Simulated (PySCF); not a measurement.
Electron correlation in Ta(43+) (tantalum, charge +43)

Starting occupation: [Ar] 3d10 4s2. Computed with PySCF 2.14 in an even-tempered Gaussian basis (18 s from 2.3 bohr⁻², ratio 2.6; 15 p from 3 bohr⁻², ratio 2.6; 10 d from 3 bohr⁻², ratio 2.6; 6 f from 3.1 bohr⁻², ratio 2.8), with X2C-1e with screened-nucleus spin-orbit coupling, Gaussian nucleus. Frozen: [Ar]; 12 electrons correlated; the 92 highest virtual spinors left out.

MP2 pair energies summed by pair of shells (mhartree):

```csv
pair,energy,share (%)
3d3/2-3d5/2,-189.10,35.4
3d5/2-3d5/2,-133.43,24.9
4s1/2-4s1/2,-63.49,11.9
3d3/2-3d3/2,-57.53,10.8
3d5/2-4s1/2,-55.42,10.4
3d3/2-4s1/2,-35.81,6.7
```

Total MP2 correlation energy: -534.78 mhartree.

The virtual space was cut to 68 spinors, which keep -513.98 of the -534.78 mhartree of MP2 correlation.

```tsv
level	correlation energy (mhartree)
CCSD	-514.98
(T)	-0.70
CCSD(T)	-515.68
```

Diagnostics: T1 = 0.00015, largest double amplitude 0.064.

Cost of the coupled-cluster step: 92 s of wall time on 1 thread of Neoverse-V2 (shared host), for 12 occupied and 68 virtual spinors.

Iterations:

```
Init t2, MP2 energy = -0.513981478507775
CCSD nocc = 12, nmo = 80
Init t2, MP2 energy = -0.513981478507775
Init E_corr(GCCSD) = -0.513981478507775
cycle = 1  E_corr(GCCSD) = -0.512521025507358  dE = 0.001460453  norm(t1,t2) = 0.0116372
cycle = 2  E_corr(GCCSD) = -0.514338077002241  dE = -0.00181705149  norm(t1,t2) = 0.00359491
cycle = 3  E_corr(GCCSD) = -0.514987023223928  dE = -0.000648946222  norm(t1,t2) = 0.00116338
cycle = 4  E_corr(GCCSD) = -0.514982878898175  dE = 4.14432575e-06  norm(t1,t2) = 3.92535e-05
cycle = 5  E_corr(GCCSD) = -0.514981877004953  dE = 1.00189322e-06  norm(t1,t2) = 1.16025e-06
cycle = 6  E_corr(GCCSD) = -0.514981968577008  dE = -9.15720549e-08  norm(t1,t2) = 4.62147e-08
cycle = 7  E_corr(GCCSD) = -0.514981968240853  dE = 3.36154771e-10  norm(t1,t2) = 1.137e-09
GCCSD converged
E(GCCSD) = -14381.97391939471  E_corr = -0.514981968240853
```

The coupled-cluster values are those of the cut space; adding the MP2 remainder, -20.80 mhartree, estimates the full space.

At this charge the one-electron X2C treatment keeps the bare 1/r₁₂, with no two-electron picture change or Breit term. The effect here is smaller than on the frozen 1s shell.
